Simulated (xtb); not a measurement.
C4H9, charge +1, singlet, geometry from GFN2-xTB. Base run: GFN2-xTB (xtb 6.7.1).

The xtb input:
```
$ xtb mol.xyz --gfn 2 --chrg 1 --json

# file mol.xyz
13

C     -0.39303445     1.37528354     0.22505520
C     -0.00000000     0.00000000     0.00000000
C      1.35975962    -0.41783344     0.27018461
C     -0.96672517    -0.95745010    -0.49523981
H      0.25720952     2.04590390    -0.34783633
H     -0.18246562     1.65665671     1.26295861
H     -1.43391399     1.58209568    -0.00908249
H      1.79740100    -0.86304328    -0.63037733
H      1.35772586    -1.25229047     0.98041762
H      2.00243572     0.37766646     0.63783836
H     -1.39509781    -0.59898984    -1.43797876
H     -0.56852173    -1.95976214    -0.62875587
H     -1.83477295    -0.98823703     0.17281619
```

Variants of this job, named by their change:

```csv
change,ΔE vs base (mEh),HOMO-LUMO gap (eV),G_solv (kcal/mol),SCF cycles
base,0.000,3.69,-,9
acc = 30,0.000,3.69,-,7
file = coord,0.000,3.69,-,9
alpb = acetonitrile,-83.285,3.71,-52.34,9
alpb = methanol,-92.571,3.73,-58.22,9
gbsa = chcl3,[?],[?],[?],9
```

### Question
Complete the blanks.

### Answer

- gbsa = chcl3, ΔE vs base (mEh): -79.778
- gbsa = chcl3, HOMO-LUMO gap (eV): 3.72
- gbsa = chcl3, G_solv (kcal/mol): -50.15

ALPB and GBSA are two models with their own fitted parameters for each solvent, which aren't always the measured dielectric constant.
